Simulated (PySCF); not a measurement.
Te(NH2)(GeH3) (GeH5NTe), SMILES N[Te][GeH3].

Geometry optimised at PBE-D3(BJ)/def2-SVP. The structure was generated by enumeration, and PubChem lists no compound with its InChIKey, so it may never have been made. The def2 effective core potentials stand for the cores of Te; spin–orbit coupling is left out. The values are those of a single conformer.

Level of theory: B3LYP/def2-TZVPD in PySCF.

Isolated molecule, no solvent.

The total energy is -2402.95480 hartree and the point group is Cs. The highest occupied level is -6.07 eV and the lowest empty level is -1.83 eV. The orbital gap is 4.24 eV, the dipole moment comes out as 0.80 D and the quadrupole, principal values (traceless, Buckingham form, about the centre of nuclear charge) is -4.44, -2.92, 7.36 D·Å. The mean static polarisability is 90.8 bohr³ (13.45 Å³). The polarisability, principal values is 75.3, 86.5, 110.6 bohr³.
